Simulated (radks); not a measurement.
All-electron atom: Mo2+ in [Ar] 3d10 4s2 4p5.5 4d4 5p0.5 (fractional occupations, a model configuration).

All-electron calculation, Dirac Kohn-Sham, LDA (Slater exchange, Perdew-Zunger correlation), spin-unpolarised, spherical densities, finite nucleus; open shells fill j = l - 1/2 first; Fermi nuclear charge, rms radius 4.4091 fm. Program: a radial shooting solver on a logarithmic mesh with Libxc functionals.

Energy parts (hartree):
| part | energy |
|---|---|
| total | -4043.31700 |
| kinetic | 4191.40694 |
| electron-nucleus | -9741.46625 |
| Hartree | 1625.45336 |
| exchange-correlation | -118.71105 |

Orbitals (lengths in bohr, moments of r in powers of bohr; <r^-3> diverges for s and p1/2):
orbital  occ.  eigenvalue (hartree)  <r^-3>   <1/r>
1s1/2       2             -727.9337       -   43.50
2s1/2       2             -103.5339       -   9.900
2p1/2       2             -95.38320       -   9.884
2p3/2       4             -91.47352    2394   9.411
3s1/2       2             -18.29336       -   3.386
3p1/2       2             -15.18888       -   3.288
3p3/2       4             -14.54429   399.9   3.173
3d3/2       4              -9.03298   58.39   2.987
3d5/2       6              -8.91079   55.66   2.957
4s1/2       2              -3.16378       -   1.250
4p1/2       2              -2.26821       -   1.132
4p3/2     3.5              -2.17225   59.63   1.099
4d3/2       4              -0.86716   4.901  0.7975
4d5/2       0              -0.85718   4.646  0.7900
5p1/2     0.5              -0.52033       -  0.3844
5p3/2       0              -0.50840   7.474  0.3763

The highest occupied level is 5p1/2 at -14.159 eV. The configuration is held as typed, so some empty levels lie below it. The electron density at the nucleus is 9.046e+04 e/bohr^3. The density falls to 0.001 e/bohr^3 at r = 3.96 bohr.
